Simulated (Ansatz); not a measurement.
Two isomers of C3H10Si2: A = `C=C[SiH2][SiH2]C`, B = `C[Si]1([SiH3])CC1`.

Program: Ansatz. Geometries: PBE0-D4/def2-TZVP. ΔE: electronic, gas phase. CCSD(T)/CBS is the MP2 limit (def2-TZVPP, def2-QZVPP) plus CCSD(T) − MP2 in def2-TZVPP, frozen cores. DFT in def2-TZVPP. B3LYP here is the variant with VWN-RPA as its local correlation; programs differ in this. One conformer a species, not always the lowest.

(1) Which isomer does CCSD(T)/CBS put lower? Give the gap. (An estimate is asked.)

(2) Give E(B) − E(A) in kJ/mol with CCSD(T)/def2-TZVPP, CCSD/def2-TZVPP, B2PLYP, PBE0-D4, B3LYP-D4, ωB97M-V, B3LYP. (An estimate is asked.)

Largest T1 diagnostic: 0.012.

Answers

(1) Computed: A, by 22.5 kJ/mol.

(2) Computed: CCSD(T)/def2-TZVPP 22.5, CCSD/def2-TZVPP 25.2, B2PLYP 25.3, PBE0-D4 4.4, B3LYP-D4 28.9, ωB97M-V 14.8, B3LYP 30.1. None reverses the order clearly.

In def2-TZVPP, CCSD(T) changes the Hartree–Fock value by −32.1 kJ/mol (the triples alone add −2.7 kJ/mol) and MP2 by −44.4 kJ/mol.
